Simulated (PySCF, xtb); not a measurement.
CH₃Be, SMILES [Be][CH3], multiplicity 2.

Harmonic wavenumbers (cm⁻¹) from xtb with GFN2-xTB at its own minimum, in rising order: 472, 472, 732, 1349, 1523, 1523, 2947, 2948, 2976.

### Question
What does PBE-D3(BJ)/def2-TZVPD in PySCF give at its own minimum? (The exact figures need the calculation; the answer reports its results.)

### Answer
542, 542, 856, 1162, 1379, 1379, 2943, 3022, 3022. Paired by order, the mean absolute difference is 96 cm⁻¹ and the zero-point energies are 21.4 and 21.2 kcal/mol.
